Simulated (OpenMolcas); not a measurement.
Ni3+ among 4 point charges of -1.5 e arranged as a tetrahedron (Td).

| Property | Result |
| --- | --- |
| Program | OpenMolcas |
| Method | CASSCF |
| Basis | ANO-RCC-VDZP [5s4p2d1f] |
| Scalar Hamiltonian | DKH2, point nucleus |
| Active space | 7 electrons in 5 orbitals (3d) |
| State averaging | 2S+1 = 4 even, 10 roots; 2S+1 = 2 even, 40 roots |
| Spin-orbit coupling | state interaction with AMFI integrals over the reference wave functions |

All point charges move together. At R = 1.92 Å the first state of the same spin is 1175 cm-1, and at R = 2.04 Å it is 909.9 cm-1.

Q: A third run gives 656.3 cm-1. What distance was it run at?

A: With a power law R^-n the two known points give n = -ln(909.9 / 1175) / ln(2.04 / 1.92) = 4.22. Then R = 1.92 × (1175 / 656.3)^(1/4.22) = 2.204 Å. The run was at 2.2 Å, so the estimate is off by +0.004 Å.

Without dynamic correlation the repulsion within the d shell is too large (B by tens of per cent), so at a given field states of lower spin stand too high. The ground term spreads over less than 5000 cm-1, several times less than with real ligands, so orbital moments are less quenched and χT lies further from the spin-only value than at real sites. Spin-orbit coupling mixes the spin-free states strongly: the lowest level takes only 66 % from its leading state, 4A2 (figures for R = 2.04; the like holds for R = 2.2). This is an electrostatic model: the charges have no orbitals. No measured value stands beside these numbers.
